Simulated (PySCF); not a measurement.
CH4OSe2, SMILES CO[Se][SeH]. Atoms are numbered in the order given.

```xyz
8

Se     0.5020    -0.1930     0.8366
O      1.7138    -0.7341    -0.4398
C      1.3023    -1.8410    -1.2274
H      0.4272    -1.5881    -1.8705
H      2.1597    -2.0860    -1.8880
H      1.0469    -2.7360    -0.6153
Se    -1.1809     0.8877    -0.3707
H     -2.0732    -0.2932    -0.5837
```
Charge 0, spin multiplicity 1.

Coordinates come from a PBE-D3(BJ)/def2-SVP optimisation. This is a generated structure with no PubChem entry under its InChIKey; it may be hypothetical. The values are those of a single conformer.

These are PBE-D3(BJ)/def2-SVP in PySCF values and carry that method's errors.

Frequencies are harmonic and unscaled.

| mode | ν (cm⁻¹) | IR (km/mol) | moving atoms (share of kinetic energy) |
|---|---|---|---|
| 1 | 83 | 1.6 | C 44 %, Se 32 %, H 23 % |
| 2 | 147 | 0.9 | H 67 %, O 22 %, Se 10 % |
| 3 | 224 | 4.4 | O 44 %, H 41 %, Se 12 % |
| 4 | 274 | 8.5 | Se 92 % |
| 5 | 298 | 2.3 | H 44 %, C 24 %, O 17 %, Se 15 % |
| 6 | 360 | 4.6 | H 72 %, C 10 %, Se 9 %, O 8 % |
| 7 | 552 | 54.8 | O 74 %, Se 16 % |
| 8 | 696 | 7.8 | H 98 % |
| 9 | 1029 | 86.7 | O 47 %, C 46 % |
| 10 | 1123 | 1.6 | H 75 %, C 19 % |
| 11 | 1135 | 7.7 | H 70 %, C 22 %, O 8 % |
| 12 | 1388 | 6.4 | H 90 %, C 9 % |
| 13 | 1394 | 11.7 | H 95 % |
| 14 | 1425 | 15.8 | H 96 % |
| 15 | 2281 | 26.7 | H 99 % |
| 16 | 2914 | 58.8 | H 97 % |
| 17 | 2992 | 34.2 | H 90 %, C 10 % |
| 18 | 3046 | 11.5 | H 91 %, C 9 % |
